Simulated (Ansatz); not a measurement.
Gas-phase electronic energies from Ansatz, PBE0-D4/def2-TZVP geometries. CCSD(T)/CBS adds triple-zeta CCSD(T) − MP2 to the extrapolated MP2 energy (def2 sets, frozen cores). This one scheme is used for every species. DFT in def2-TZVPP. No spin–orbit coupling; open shells (•) take unrestricted orbitals. For Br outer-core shells are correlated without core-valence functions, which leaves a few kJ/mol of doubt a bond. Scalar relativity is left out up to krypton. One conformer a species, not always the lowest.

Reaction (homolysis of the B–O bond): `OB(O)Br` → `O[B]Br`• + `[OH]`•

CCSD(T)/CBS gives +634.2 kJ/mol.

(1) Another level gave +607.5 kJ/mol. Which?
A. r2SCANh/def2-TZVPP
B. LDA (SPW92)/def2-TZVPP
C. BLYP-D4/def2-TZVPP
D. CCSD(T)/def2-TZVPP

Largest T1 diagnostic among the species: 0.013.

Results:

(1) C. BLYP-D4 607.5, r2SCANh 603.1, CCSD(T)/def2-TZVPP 621.6, LDA (SPW92) 713.9 kJ/mol.

From r2SCAN to r2SCAN0 (25 % exact exchange), in def2-TZVPP and without D4, ΔE moves by −6.5 kJ/mol: exact exchange takes away binding that semilocal exchange gives to molecules. At CCSD(T), def2-SVP lies −14.0 kJ/mol from the extrapolated value and def2-TZVPP −12.7 kJ/mol: correlation converges slowly with the basis, and small sets miss more of it in the bonded molecule than in its fragments. In def2-TZVPP, CCSD(T) changes the Hartree–Fock value by +137.7 kJ/mol (the triples alone add +9.4 kJ/mol) and MP2 by +168.4 kJ/mol; breaking electron pairs costs correlation energy, which Hartree–Fock lacks.
